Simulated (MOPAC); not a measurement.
MOPAC input (PM3):

```
PM3 PRECISE GNORM=0.05 LET XYZ CHARGE=1 GEO-OK AUX(PRECISION=9) THREADS=1
CH3Cd

Cd   -0.25348114 1   -0.15121435 1   -0.20638745 1
C     1.29567546 1    0.77293611 1    1.05495482 1
H     1.75467220 1   -0.08341125 1    1.53686241 1
H     0.71897939 1    1.41798297 1    1.70885077 1
H     1.91939039 1    1.28610057 1    0.33115536 1
```

**Question.** What heat of formation does the run end on?

**Answer.** 188.67 kcal/mol.
